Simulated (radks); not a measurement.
Results of a calculation; reference values are marked as such.
The sulfur ion S2+, configuration [Ne] 3s2 3p2 (the NIST ground configuration). Code: a radial shooting solver on a logarithmic mesh with Libxc functionals. Model: scalar-relativistic Kohn-Sham, LDA (Slater exchange, Perdew-Wang correlation), spin-polarised, spherical densities, finite nucleus; open shells are filled with parallel spins first; Fermi nuclear charge, rms radius 3.2611 fm.

X-ray form factor f0, the Fourier transform of the density (f0(0) = 14):

sin(theta)/lambda (1/angstrom)  f0 (electrons)
0.05                                    13.732
0.1                                     13.006
0.15                                    12.009
0.2                                     10.946
0.25                                     9.967
0.3                                      9.138
0.4                                      7.905
0.5                                      7.004
0.6                                      6.216
0.8                                      4.756
1                                        3.554
1.25                                     2.530
1.5                                      1.937
2                                        1.411
